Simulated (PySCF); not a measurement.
## Two-component Hartree-Fock for Sn³³⁺ (tin, charge +33)

Start: [Ne] 3s2 3p5; 3p1/2 filled at m_j = -1/2, +1/2; 3p3/2 filled at m_j = -1/2, +1/2, +3/2. Calculated with PySCF 2.14 in an even-tempered Gaussian basis (19 s from 5.9 bohr⁻², ratio 2.4; 14 p from 7.6 bohr⁻², ratio 2.4; 5 d from 31 bohr⁻², ratio 2.6; 4 f from 46 bohr⁻², ratio 2.6): generalised Hartree-Fock with the X2C-1e Hamiltonian and a Gaussian nucleus; one run each with spin-orbit coupling (SO) switched off, then screened by Boettger's factors.

```
spinor shell  electrons  ε, spin-free (eV)  ε, screened SO (eV)  weight of nominal j (screened SO)  rms radius, screened SO (bohr)
       1s1/2          2           -31109.2             -31105.9                              1.000                          0.0333
       2s1/2          2            -6228.0              -6226.6                              1.000                           0.134
       2p1/2          2            -5768.3              -5932.4                              1.000                           0.116
       3s1/2          2            -2321.6              -2321.1                              1.000                           0.328
       3p1/2          2            -2170.3              -2207.9                              0.996                           0.317
       3p3/2          3            -2170.3              -2152.7                              0.997                           0.325
```

(1) Where does 2p3/2 lie, and what is the 2p spin-orbit splitting (screened SO)?

```csv
quantity,spin-free,screened SO
E (hartree),-5340.60903,-5342.71637
M_J,3/2,3/2
⟨J²⟩,3.751,3.751
⟨L²⟩,2.001,2.009
⟨S²⟩,0.750,0.758
```

Each row is a mean over spinors that exchange with the open shell spreads, by up to 17.455 eV (3s1/2).

Breit and QED terms are absent; they matter most for the inner s and p1/2 levels.

Densities and radii are taken from the X2C orbitals without a picture-change correction, which distorts them close to the nucleus.

Without spin-orbit coupling the j labels of p, d and f shells carry no meaning; the spin-free column gives the mean over the occupied spinors of each nl shell.

## Answers

(1) At -5692.5 eV, 239.82 eV above 2p1/2.
